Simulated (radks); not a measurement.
Spherical quantum dot in the effective-mass picture: electrons in a well V = -V0 / (1 + exp((r - R)/a)) with V0 = 5.88, R = 8.92, a = 0.46, with a point charge +1 (a donor) at the centre, all in effective atomic units (hartree* = m*/eps^2 hartree, bohr* = eps/m* bohr), one dielectric constant everywhere. Calculated with a radial shooting solver with Libxc functionals: non-relativistic Kohn-Sham, LDA (Slater exchange, Perdew-Wang correlation), spin-polarised, spherical densities. Levels are named by radial order and angular momentum (1s, 1p, 1d, 2s, ...), and open shells are averaged over m.

N = 27, configuration 1s2 1p6 1d10 2s(up 1, down 0) 1f(up 7, down 1). This is the lowest configuration that the search found. Occupied and some empty levels:

level,occupation,eigenvalue (hartree*),<r> (bohr*)
1s up,1,-2.1622,6.129
1s down,1,-2.1368,6.280
1p up,3,-2.1319,6.424
1p down,3,-2.1081,6.414
1d up,5,-2.0796,6.526
1d down,5,-2.0556,6.518
2s up,1,-2.0545,1.946
1f up,7,-2.0048,6.626
1f down,1,-1.9806,6.622
2s down,0,-1.9232,2.403
1g up,0,-1.9092,6.722
1g down,0,-1.8847,6.721
2p up,0,-1.7442,4.377
2p down,0,-1.7202,4.517
2d up,0,-1.6080,5.072
2d down,0,-1.5909,5.094

Energy (hartree*): total -106.720, kinetic 6.4367, external -160.01, Hartree 52.744, exchange-correlation -5.8950.

Electron density:

r (bohr*),n(r) (e/bohr*^3)
0.585,0.09065
1.24,0.02523
1.89,0.007565
2.54,0.002784
3.19,0.001937
3.84,0.002903
4.49,0.005582
5.14,0.01027
5.79,0.01617
6.45,0.01985
7.10,0.01643
7.75,0.007352
8.40,0.001338
9.05,0.00008312
9.70,2.289e-06
10.3,4.573e-08
